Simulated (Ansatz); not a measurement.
The same path of BH₃Se (5 atoms, charge 0, multiplicity 1) was run twice with different band settings.

Theory: Ansatz, RKS r2SCAN-D4/def2-SVP.

Relaxed end points:

```xyz
5
Properties=species:S:1:pos:R:3
B -0.117 -0.637 0.045
Se 1.041 0.861 -0.145
H -1.308 -0.499 0.123
H 0.427 -1.710 0.081
H 0.007 1.912 -0.145
```

```xyz
5
Properties=species:S:1:pos:R:3
B -0.317 -0.558 0.054
Se -0.154 1.332 -0.091
H -1.442 -0.972 0.167
H 0.649 -1.272 0.033
H 1.314 1.397 -0.204
```

Common settings: movable images 5; climbing image yes; optimiser quadratic models (default); start path through a guess of the saddle point; force threshold 0.05 eV/Å; iteration limit 60; end points relaxed.

| run | spring |
| --- | --- |
| 1 | 5.0 eV/Å² |
| 2 | 0.5 eV/Å² |

What does each run give, and how far can it be trusted?

Run 1: converged after 9 iterations, highest image 0.935 eV above the first end. A vibrational analysis at the climbing image gives one clearly imaginary mode, 767i cm⁻¹: a first-order saddle point.
Run 2: converged after 9 iterations, highest image 0.935 eV above the first end. Another band between the same ends (5 images) ends at a top of the same energy, where a vibrational analysis finds 1 clearly imaginary mode.
